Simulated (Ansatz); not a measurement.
Ansatz (an electronic-structure program) input (wB97M-V/def2-TZVPD):

Ansatz 0.2 input:
```yaml
crystal:
  periodic: [false, false, false]
  atoms:
    - {symbol: I, position_ang: [-0.00000000, -0.00000000, -0.03033808]}
    - {symbol: H, position_ang: [0.00000000, 0.00000000, 1.60791815]}
basis:
  gaussian:
    orbitals: def2-TZVPD
hamiltonian:
  xc: {name: wB97M-V}
total_charge: 1
magnetization: {spin_polarized: true, initial_magnetization: 1}
output: {forces: true}
```

Output:

```
Functional definition: wB97M-V
integrals: 0.02 GiB planned
494 factors; their error is unknown
integrals: 0.05 GiB planned
149 factors; integrals over basis functions are off by at most 9.8e-5 eV
mean field: 0.30 GiB planned
mean field evaluation 1: about -8105.7309 eV, gradient 8.5e0 eV
mean field evaluation 2: about -8105.9782 eV, gradient 4.8e0 eV
mean field evaluation 4: about -8106.0344 eV, gradient 2.7e-1 eV
mean field evaluation 8: about -8106.1769 eV, gradient 7.9e-3 eV
mean field evaluation 16: about -8106.1769 eV, gradient 7.4e-5 eV
mean field -8106.17693756 eV, -297.8965078912 hartree, gradient 7.4e-5 eV, S^2 0.752881; 0 other end points of the search recorded, 0 dependent functions left out
the calculation of the forces begins
reference -8106.17696633 eV, -297.8965089484 hartree; 13, 12 occupied and 55, 56 virtual orbitals, 494 factors
Total energy: -8106.17696633 eV, -297.8965089484 hartree
Atom 0 at    -0.000000    -0.000000    -0.030338 Å, force     0.000000     0.000000     0.228325 eV/Å
Atom 1 at     0.000000     0.000000     1.607918 Å, force     0.000000     0.000000    -0.228325 eV/Å
Dipole moment:     0.000000     0.000000     0.214377 e Å
```
